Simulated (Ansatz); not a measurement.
System: C₃H₅O₂ (charge -1, singlet). It need not be the lowest isomer of its formula. Whether it binds its extra electron was not tested at this geometry. 
Structure (B3LYP-D3(BJ)/def2-TZVP (Ansatz, a quantum-chemistry and plane-wave program) minimum search):
```xyz
10

C     -1.9772     0.1929     0.3800
C     -0.6887     0.6023    -0.2628
C      0.4707    -0.1008    -0.0499
O      0.7008    -1.1243     0.6451
O      1.6152     0.4206    -0.7374
H     -2.4103     0.9599     1.0463
H     -1.8004    -0.6968     0.9903
H     -2.7762    -0.0628    -0.3385
H     -0.6608     1.4698    -0.9109
H      2.2911    -0.2075    -0.4521
```
Charge -1, spin multiplicity 1.

Basis-set convergence of Hartree-Fock and MP2 correlation energies (hartree) with Ansatz. Correlated levels leave the core frozen unless marked. Spin-orbit coupling is left out. Non-relativistic.

```json
[
 {"basis": "aug-cc-pVDZ", "functions": "160", "E(HF)": "-266.26955", "E(corr, MP2)": "-0.84230"},
 {"basis": "aug-cc-pVTZ", "functions": "345", "E(HF)": "?", "E(corr, MP2)": "?"}
]
```

### Question
Complete the blanks.

### Answer

- aug-cc-pVTZ, E(HF): -266.33289
- aug-cc-pVTZ, E(corr, MP2): -1.01440
